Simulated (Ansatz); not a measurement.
C4H7Ga. Charge 0, multiplicity 1. The bonds changed during the relaxation, so this is another structure than the one it started from.

| atom | x (Å) | y (Å) | z (Å) |
| --- | --- | --- | --- |
| C1 | -1.3724 | -0.8094 | -0.1091 |
| C2 | -0.5833 | 0.2185 | -0.2617 |
| C3 | 0.2556 | 1.2027 | -0.4217 |
| C4 | 1.1179 | 1.7709 | 0.6639 |
| Ga5 | -0.6527 | -2.5945 | -0.4096 |
| H6 | -2.4085 | -0.6427 | 0.1805 |
| H7 | 0.3297 | 1.6467 | -1.4122 |
| H8 | 0.9016 | 2.8318 | 0.8198 |
| H9 | 2.1765 | 1.6920 | 0.3997 |
| H10 | 0.9600 | 1.2470 | 1.6068 |
| H11 | -1.5781 | -3.8503 | -0.2330 |
| H12 | 0.8538 | -2.7127 | -0.8233 |

Question: What are the harmonic wavenumbers in cm⁻¹ at PBE0-D4/def2-TZVP (Ansatz, finite differences of forces, unscaled)? (Best estimate.)

Answer: Ansatz gave: 81, 122, 162, 197, 225, 415, 452, 596, 597, 657, 680, 745, 889, 902, 1052, 1080, 1117, 1202, 1392, 1406, 1474, 1492, 1965, 1981, 2032, 3043, 3100, 3138, 3141, 3155.

Question: Is this a minimum?

Answer: Yes, all 30 modes are real.

Question: Give the ideal-gas thermochemistry at 298.15 K and 1 bar (rigid rotor, harmonic oscillator; point group C1, symmetry number 1).

Answer: Zero-point energy 230.2 kJ/mol; H(298) − E = 252.3 kJ/mol; entropy 358.2 J/(mol·K), of which translation 169.1, rotation 115.1, vibration 74.0; G(298) − E = 145.5 kJ/mol. Modes under 100 cm⁻¹ are hindered rotations or soft bends, so the harmonic entropy is rough.

Question: And at 400, 500, 600, 800 and 1000 K?

Answer: 
| T (K) | H − E (kJ/mol) | S (J/mol/K) | G − E (kJ/mol) |
| --- | --- | --- | --- |
| 400 | 265.2 | 395.1 | 107.1 |
| 500 | 279.9 | 428.0 | 65.9 |
| 600 | 296.5 | 458.2 | 21.6 |
| 800 | 333.9 | 511.7 | -75.5 |
| 1000 | 375.5 | 558.1 | -182.6 |
